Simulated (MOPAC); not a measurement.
MOPAC input (PM7):

```
PM7 FORCE THERMO(298,298) PRECISE LET GEO-OK AUX(PRECISION=9) THREADS=1
C3H6O

C     1.78846301 1   -0.20598914 1   -0.54669892 1
C     0.71018356 1   -0.09340584 1    0.22623879 1
C    -0.62414059 1    0.32962045 1   -0.29916544 1
O    -1.64984329 1    0.08191018 1    0.64302035 1
H     1.79313714 1   -0.01773415 1   -1.60902279 1
H     2.75949446 1   -0.49468417 1   -0.17401016 1
H     0.73448279 1   -0.28372892 1    1.29995069 1
H    -0.88986617 1   -0.16159866 1   -1.25408490 1
H    -0.68077213 1    1.43153437 1   -0.43206104 1
H    -1.70172501 1   -0.87059222 1    0.85485139 1
```

From the output:

```
     H   10   0.024044   0.066183   0.116462   4.584561

          HEAT OF FORMATION =     -34.168726 KCALS/MOLE

          ZERO POINT ENERGY      48.725 KCAL/MOL

           NORMAL COORDINATE ANALYSIS (Total motion = 1 Angstrom)

   Root No.       1         2         3         4         5         6         7         8

                 1 A       2 A       3 A       4 A       5 A       6 A       7 A       8 A

                  63.7     270.5     321.8     479.4     571.2     895.7     956.8    1003.7

           1   -0.0055    0.0045   -0.0003   -0.0698   -0.0168   -0.0061    0.0260   -0.0003
           2   -0.0012   -0.0187   -0.0475   -0.0351   -0.0044   -0.0011    0.0605   -0.0093
           3   -0.0610   -0.0031    0.0036   -0.0079    0.0137    0.0072    0.0018   -0.0021
           4   -0.0054    0.0033   -0.0023   -0.0629   -0.0141   -0.0031    0.0176   -0.0007
           5   -0.0007    0.0282    0.0662    0.0301    0.0001   -0.0040    0.0278    0.0033
           6    0.0714   -0.0069    0.0097    0.0028   -0.0537   -0.0000   -0.0063   -0.0515
           7   -0.0087   -0.0020    0.0093    0.0428    0.0102    0.0092   -0.0037    0.0005
           8    0.0011    0.0325    0.0559   -0.0288   -0.0092    0.0009   -0.0612    0.0042
           9    0.0519    0.0191   -0.0176    0.0071    0.0011   -0.0515    0.0054    0.0360
          10    0.0135   -0.0098   -0.0090    0.0677    0.0179    0.0108   -0.0295   -0.0142
          11    0.0010   -0.0648   -0.0428    0.0363    0.0086    0.0007    0.0045   -0.0007
          12   -0.0507   -0.0227    0.0062    0.0065    0.0087    0.0090   -0.0039   -0.0072
          13   -0.0070   -0.0318   -0.0902   -0.1441   -0.0247   -0.0105   -0.2054    0.0361
          14   -0.0003   -0.0451   -0.1095   -0.0907   -0.0070   -0.0063   -0.1251    0.0177
          15   -0.1952    0.0298   -0.0511    0.0834   -0.2120    0.1187    0.0167    0.1433
          16   -0.0035    0.0418    0.0924    0.0024   -0.0109   -0.0057    0.2799   -0.0380
          17   -0.0026   -0.0431   -0.1120   -0.0855   -0.0142    0.0003   -0.1335    0.0206
          18   -0.0453   -0.0327    0.0517   -0.1073    0.3071   -0.1279   -0.0062    0.0056
          19   -0.0046    0.0339    0.0371   -0.0823   -0.0240   -0.0166   -0.0733    0.0178
          20   -0.0027    0.0448    0.0817    0.0113   -0.0089   -0.0157   -0.0398    0.0084
          21    0.2001   -0.0354    0.0531   -0.0606    0.0619    0.2034    0.0415    0.2898
          22    0.0327    0.0113    0.0494    0.0635   -0.0108   -0.0044   -0.0493   -0.0542
          23   -0.0245    0.0241    0.0790    0.0183   -0.0916   -0.1359   -0.0681    0.0638
          24    0.1027    0.0286   -0.0239   -0.0343    0.0874    0.1124    0.0056   -0.0730
          25   -0.0793   -0.0021    0.0450    0.0608    0.0127   -0.0450   -0.0020    0.1430
          26    0.0350    0.0458    0.0428   -0.0827    0.1041    0.1851   -0.0340   -0.0711
          27    0.0626    0.0248   -0.0185   -0.0207    0.0579    0.0494    0.0064   -0.0061
          28    0.0812    0.0328   -0.0694    0.0975    0.0209   -0.0883    0.0434    0.1279
          29   -0.0117    0.5020   -0.1918    0.0574    0.0413    0.0117    0.0062   -0.0082
          30   -0.0633    0.2358   -0.0568    0.0123    0.0234    0.0288   -0.0132   -0.0356

   Root No.       9        10        11        12        13        14        15        16

                 9 A      10 A      11 A      12 A      13 A      14 A      15 A      16 A

                1084.0    1122.0    1162.6    1200.5    1283.9    1309.3    1335.1    1374.6

           1    0.0018   -0.0027    0.0110   -0.0141   -0.0087   -0.0054   -0.0154    0.0084
           2    0.0073   -0.0146   -0.0261    0.0153    0.0193    0.0144    0.0149   -0.0061
           3   -0.0659   -0.0312    0.0076    0.0043   -0.0001   -0.0003    0.0008   -0.0001
           4    0.0009   -0.0018    0.0002   -0.0015   -0.0071   -0.0021   -0.0045    0.0086
           5   -0.0043    0.0118    0.0555   -0.0796   -0.0283   -0.0279   -0.0165    0.0081
           6    0.0115    0.0442   -0.0184   -0.0129    0.0012    0.0028   -0.0016    0.0008
           7   -0.0151    0.0472    0.0326    0.0855   -0.0190   -0.0370    0.0551    0.0040
           8    0.0030   -0.0133   -0.0565    0.0639    0.0301   -0.0213   -0.0129    0.0260
           9   -0.0003   -0.0168    0.0005    0.0184   -0.0199   -0.0182    0.0125   -0.0283
          10    0.0191   -0.0477   -0.0459   -0.0438   -0.0018    0.0005   -0.0120   -0.0051
          11   -0.0020    0.0075    0.0143    0.0103   -0.0004   -0.0001    0.0001   -0.0148
          12    0.0050   -0.0068    0.0038   -0.0081    0.0080    0.0137   -0.0043    0.0283
          13   -0.0173    0.0398    0.1131   -0.1131   -0.0669   -0.0446   -0.1191   -0.0435
          14   -0.0137    0.0188    0.0589   -0.0696   -0.0261   -0.0185   -0.0590   -0.0407
          15    0.2748    0.0953   -0.0201   -0.0125    0.0011    0.0001   -0.0025   -0.0024
          16    0.0209   -0.0476   -0.0591    0.0365    0.0221    0.0241   -0.0624   -0.0689
          17   -0.0140    0.0186    0.0365   -0.0354   -0.0098   -0.0117    0.0411    0.0481
          18    0.2728    0.1087   -0.0242   -0.0091   -0.0019   -0.0033    0.0011   -0.0023
          19    0.0029   -0.0173    0.0356   -0.1579    0.1825    0.1073    0.2735   -0.0947
          20   -0.0025    0.0021    0.0624   -0.1624    0.1012    0.0420    0.1654   -0.0557
          21    0.0157   -0.1054    0.0400    0.0247   -0.0012   -0.0068    0.0075   -0.0104
          22    0.0702   -0.0589    0.2878    0.1969    0.1051    0.2274   -0.1413   -0.0764
          23    0.0319   -0.0940    0.0017    0.1049   -0.1360    0.1796   -0.0001   -0.0331
          24    0.0098    0.0372    0.0990    0.0228    0.2119   -0.0929   -0.1026   -0.0052
          25   -0.1530    0.2254   -0.1653   -0.0366    0.1123    0.0515   -0.1491   -0.2227
          26   -0.0410    0.1145   -0.0831   -0.0046   -0.1795    0.2176    0.0374   -0.0096
          27   -0.0240    0.0505   -0.0352   -0.0168   -0.0953    0.0955    0.0224   -0.0506
          28   -0.0794    0.1071   -0.0059   -0.0657    0.0890    0.1562   -0.0305    0.3370
          29   -0.0020    0.0113    0.0198    0.0092    0.0040    0.0079   -0.0129   -0.0071
          30    0.0225   -0.0319    0.0049    0.0026   -0.0181   -0.0236    0.0043   -0.0491

   Root No.      17        18        19        20        21        22        23        24

                17 A      18 A      19 A      20 A      21 A      22 A      23 A      24 A

                1388.2    1826.5    2643.6    2710.8    2715.2    2754.8    2787.5    2822.4

           1   -0.0308   -0.2393   -0.0004   -0.0004    0.0006   -0.0027    0.0387    0.0028
           2    0.0042   -0.0014    0.0000    0.0153   -0.0327   -0.0175   -0.0008    0.0008
           3    0.0000   -0.0001   -0.0001    0.0002   -0.0006   -0.0003    0.0000   -0.0000
           4   -0.0257    0.2700    0.0001    0.0094   -0.0032    0.0224    0.0035   -0.0008
           5   -0.0158    0.0305    0.0011   -0.0042    0.0047   -0.0324   -0.0031    0.0013
           6   -0.0001    0.0002   -0.0028   -0.0004   -0.0001   -0.0006   -0.0001   -0.0000
           7    0.0202   -0.0167    0.0130   -0.0049   -0.0023    0.0010    0.0002   -0.0043
           8    0.0127   -0.0139   -0.0107    0.0185    0.0127   -0.0090   -0.0020    0.0036
           9   -0.0043    0.0017   -0.0486   -0.0065   -0.0033   -0.0001    0.0009   -0.0098
          10   -0.0033   -0.0063    0.0004   -0.0022   -0.0013    0.0004    0.0003   -0.0068
          11   -0.0032   -0.0031   -0.0012    0.0008    0.0005    0.0001   -0.0008    0.0189
          12    0.0059   -0.0007    0.0002   -0.0004   -0.0000   -0.0011    0.0014   -0.0401
          13    0.2363   -0.0595   -0.0016    0.0771   -0.1686   -0.0595   -0.2398   -0.0143
          14    0.1847    0.1201    0.0019   -0.0981    0.2169    0.0661    0.3493    0.0206
          15    0.0036    0.0018    0.0002   -0.0014    0.0034    0.0009    0.0053    0.0008
          16    0.2576   -0.0633   -0.0012   -0.0816    0.1572    0.0980   -0.2278   -0.0178
          17   -0.1912   -0.1037   -0.0017   -0.1057    0.2041    0.1326   -0.3423   -0.0272
          18   -0.0035    0.0001    0.0000   -0.0021    0.0036    0.0025   -0.0061   -0.0008
          19    0.0510    0.0418    0.0145   -0.0817    0.0460   -0.2721   -0.0311    0.0134
          20    0.0419   -0.1222   -0.0201    0.1235   -0.0779    0.4240    0.0439   -0.0248
          21   -0.0001   -0.0022   -0.0016    0.0024   -0.0015    0.0084    0.0013   -0.0006
          22   -0.0522    0.0151   -0.1551    0.0876    0.0529   -0.0265   -0.0056    0.0003
          23   -0.0055   -0.0011    0.3306   -0.1734   -0.1057    0.0615    0.0115    0.0140
          24   -0.0253    0.0248    0.2734   -0.1648   -0.1001    0.0552    0.0098    0.0146
          25   -0.0830    0.0040   -0.0127   -0.0136   -0.0082    0.0049    0.0003    0.0000
          26    0.0121   -0.0233   -0.1936   -0.1142   -0.0650    0.0261    0.0085   -0.0175
          27   -0.0055   -0.0332    0.3728    0.2588    0.1482   -0.0587   -0.0184    0.0352
          28    0.0769   -0.0051   -0.0023   -0.0005   -0.0005    0.0035   -0.0051    0.1543
          29   -0.0045   -0.0022    0.0159    0.0030    0.0029   -0.0097    0.0121   -0.3328
          30   -0.0111   -0.0010   -0.0345   -0.0068   -0.0065    0.0215   -0.0242    0.7043

           MASS-WEIGHTED COORDINATE ANALYSIS (NORMAL COORDINATES)

   Root No.       1         2         3         4         5         6         7         8

                 1 A       2 A       3 A       4 A       5 A       6 A       7 A       8 A

                  63.7     270.5     321.8     479.4     571.2     895.7     956.8    1003.7

           1   -0.0350    0.0235   -0.0023   -0.4056   -0.1212   -0.0488    0.1647   -0.0022
           2   -0.0076   -0.0978   -0.3159   -0.2041   -0.0314   -0.0087    0.3827   -0.0687
           3   -0.3862   -0.0160    0.0240   -0.0458    0.0983    0.0574    0.0116   -0.0159
           4   -0.0340    0.0174   -0.0152   -0.3657   -0.1011   -0.0250    0.1111   -0.0053
           5   -0.0042    0.1478    0.4408    0.1747    0.0009   -0.0319    0.1755    0.0248
           6    0.4524   -0.0360    0.0643    0.0162   -0.3866   -0.0003   -0.0400   -0.3820
           7   -0.0552   -0.0105    0.0618    0.2487    0.0731    0.0734   -0.0236    0.0035
           8    0.0073    0.1701    0.3719   -0.1675   -0.0659    0.0069   -0.3869    0.0314
           9    0.3284    0.1003   -0.1174    0.0413    0.0081   -0.4094    0.0342    0.2669
          10    0.0987   -0.0591   -0.0695    0.4538    0.1486    0.0990   -0.2154   -0.1220
          11    0.0071   -0.3920   -0.3290    0.2432    0.0711    0.0065    0.0328   -0.0060
          12   -0.3703   -0.1375    0.0472    0.0436    0.0723    0.0825   -0.0284   -0.0613
          13   -0.0128   -0.0482   -0.1739   -0.2426   -0.0516   -0.0242   -0.3762    0.0776
          14   -0.0006   -0.0685   -0.2111   -0.1528   -0.0145   -0.0145   -0.2291    0.0381
          15   -0.3581    0.0452   -0.0986    0.1404   -0.4418    0.2736    0.0306    0.3079
          16   -0.0064    0.0635    0.1781    0.0040   -0.0228   -0.0132    0.5127   -0.0816
          17   -0.0048   -0.0655   -0.2160   -0.1439   -0.0296    0.0008   -0.2446    0.0442
          18   -0.0830   -0.0496    0.0996   -0.1806    0.6400   -0.2948   -0.0114    0.0119
          19   -0.0084    0.0515    0.0714   -0.1385   -0.0501   -0.0382   -0.1342    0.0382
          20   -0.0050    0.0679    0.1575    0.0190   -0.0185   -0.0362   -0.0729    0.0180
          21    0.3671   -0.0537    0.1023   -0.1020    0.1290    0.4688    0.0760    0.6229
          22    0.0600    0.0171    0.0953    0.1069   -0.0224   -0.0101   -0.0903   -0.1166
          23   -0.0450    0.0366    0.1523    0.0309   -0.1909   -0.3133   -0.1248    0.1372
```
